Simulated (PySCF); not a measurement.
## Electric field gradients and quadrupole coupling constants

Compound: C7H7N3.
Cartesian coordinates in Å at the GFN2-xTB level; atoms count from 1:
```xyz
17
C7H7N3 angstrom
C     -1.1036    2.7613   -0.4152
C     -1.1657    1.5816   -0.1976
C     -1.2129    0.1902    0.0438
N     -2.3287   -0.3197    0.5559
N     -2.4110   -1.5980    0.7750
C     -1.3870   -2.3650    0.4684
N     -0.2272   -1.9483   -0.0317
C     -0.1097   -0.6520   -0.2477
C      1.1923   -0.1254   -0.7515
C      1.9869    0.4959    0.4006
H     -1.0610    3.7933   -0.6006
H     -1.4965   -3.4262    0.6434
H      1.7563   -0.9525   -1.1840
H      1.0076    0.6329   -1.5155
H      2.9376    0.8731    0.0335
H      1.4333    1.3203    0.8452
H      2.1823   -0.2494    1.1683
```

Field gradients from the PBE0/pcSseg-1 density (PySCF, non-relativistic), principal values in atomic units, ordered |Vxx| ≤ |Vyy| ≤ |Vzz|:

```
atom     Vxx     Vyy      Vzz
  N4  0.4980  0.8617  -1.3597
  N5  0.5505  0.7177  -1.2682
  N7  0.2948  0.8161  -1.1109
```

Task: Find the asymmetry η = (Vxx − Vyy)/Vzz and the couplings χ = eQV/h (234.96 MHz × Q in barn × V in au), with Q(14N) = 0.02044 b.

Result: 
```
atom             environment  nucleus     η  χzz (MHz)  χxx (MHz)  χyy (MHz)
  N4  pyridine-type nitrogen      14N  0.27      -6.53       2.39       4.14
  N5  pyridine-type nitrogen      14N  0.13      -6.09       2.64       3.45
  N7  pyridine-type nitrogen      14N  0.47      -5.34       1.42       3.92
```

The tensor is traceless: Vxx + Vyy + Vzz = 0.

Task: What is Vzz at N7 in SI units (1 au = 9.71736 × 10²¹ V/m²)?

Result: -1.1109 au = -10.795 × 10²¹ V/m².

Task: What couplings would deuterons (Q(2H) = 0.00286 b) have in place of the hydrogens, at this geometry?

Result: 
```json
{"atom": "H11", "bonded to": "C1", "bond length (Å)": "1.049", "Vzz (au)": "0.3932", "η": "0.00", "χzz (kHz)": "264"}
{"atom": "H12", "bonded to": "C6", "bond length (Å)": "1.081", "Vzz (au)": "0.3161", "η": "0.05", "χzz (kHz)": "212"}
{"atom": "H13", "bonded to": "C9", "bond length (Å)": "1.090", "Vzz (au)": "0.3010", "η": "0.02", "χzz (kHz)": "202"}
{"atom": "H14", "bonded to": "C9", "bond length (Å)": "1.092", "Vzz (au)": "0.2990", "η": "0.04", "χzz (kHz)": "201"}
{"atom": "H15", "bonded to": "C10", "bond length (Å)": "1.087", "Vzz (au)": "0.3165", "η": "0.02", "χzz (kHz)": "213"}
{"atom": "H16", "bonded to": "C10", "bond length (Å)": "1.088", "Vzz (au)": "0.3091", "η": "0.04", "χzz (kHz)": "208"}
{"atom": "H17", "bonded to": "C10", "bond length (Å)": "1.088", "Vzz (au)": "0.3119", "η": "0.03", "χzz (kHz)": "210"}
```

One conformer (not necessarily the lowest) at the GFN2-xTB geometry, without solvent, vibrations or thermal averaging. GFN2-xTB bond lengths can be off by several hundredths of an ångström, more for odd bonds, and the gradients follow them. The basis is small and wasn't made for field gradients, so the couplings can be 20 % off.
